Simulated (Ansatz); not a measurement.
Consider the cleavage of the Al–Ge bond: `[CH3][Al]([F])[GeH3]` + CH₃SH → `C[S][Al]([CH3])[F]` + GeH₄.

Computed with Ansatz on PBE0-D4/def2-TZVP structures; ΔE is electronic, products minus reactants. CCSD(T)/CBS adds triple-zeta CCSD(T) − MP2 to the extrapolated MP2 energy (def2 sets, frozen cores). This one scheme is used for every species. DFT in def2-TZVPP. For Ge outer-core shells are correlated without core-valence functions, which leaves a few kJ/mol of doubt a bond. Scalar relativity is left out up to krypton. Each species was taken in one conformer, which may not be the lowest.

| species | r2SCAN-D4 energy (Eh) |
| --- | --- |
| `[CH3][Al]([F])[GeH3]` | -2461.04491 |
| CH₃SH | -438.67311 |
| `C[S][Al]([CH3])[F]` | -820.37439 |
| GeH₄ | -2079.37497 |

Problem. Work out ΔE.

Solution. ΔE = (-820.37439) + (-2079.37497) − (-2461.04491) − (-438.67311) = -0.03134 Eh = -19.7 kcal/mol. CCSD(T)/CBS gives -19.2 kcal/mol.

Largest T1 diagnostic among the species: 0.012.

From PBE to PBE0 (25 % exact exchange), in def2-TZVPP and without D4, ΔE moves by −0.8 kcal/mol. The D4 term adds −1.2 kcal/mol with B3LYP and −0.7 kcal/mol with PBE0; it sums over pairs of atoms, weighted by their polarisabilities, and B3LYP, whose exchange is more repulsive, gets the larger term.

B3LYP here is the variant with VWN-RPA as its local correlation; programs differ in this.
